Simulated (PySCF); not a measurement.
Cd(Me)(OSiH3), CH6CdOSi, SMILES [Cd]([O][SiH3])[CH3], singlet, PBE0/def2-SVP optimised geometry.

```
10

Cd    -1.02     0.58     0.00
C     -3.10     0.63    -0.07
H     -3.46     1.67    -0.07
H     -3.52     0.11     0.81
H     -3.46     0.12    -0.98
O      0.95     0.58     0.00
Si     2.26    -0.19     0.61
H      2.38    -0.02     2.10
H      3.52     0.35     0.00
H      2.24    -1.67     0.35
```

Density from PBE0/def2-TZVP, def2 effective core potentials past Kr run with PySCF 2.14.0 at that geometry. The core electrons that the potentials of Cd replace are not part of the density.

Minimum of the electron density along straight lines between bonded atoms, close to the bond critical point (lines longer than 1.1 times the sum of covalent radii, or with two minima, are not listed):

| bond | length / Å | ρ at the minimum / e bohr⁻³ | ∇²ρ there / e bohr⁻⁵ | position (fraction from the first atom) |
|---|---|---|---|---|
| Cd1–C2 | 2.085 | 0.110 | 0.18 | 0.53 |
| C2–H3 | 1.099 | 0.269 | -0.89 | 0.64 |
| C2–H4 | 1.099 | 0.269 | -0.89 | 0.64 |
| C2–H5 | 1.099 | 0.269 | -0.89 | 0.64 |
| Cd1–O6 | 1.972 | 0.112 | 0.58 | 0.52 |
| O6–Si7 | 1.636 | 0.139 | 0.87 | 0.59 |
| Si7–H8 | 1.504 | 0.118 | 0.14 | 0.49 |
| Si7–H9 | 1.498 | 0.119 | 0.15 | 0.49 |
| Si7–H10 | 1.504 | 0.117 | 0.14 | 0.49 |
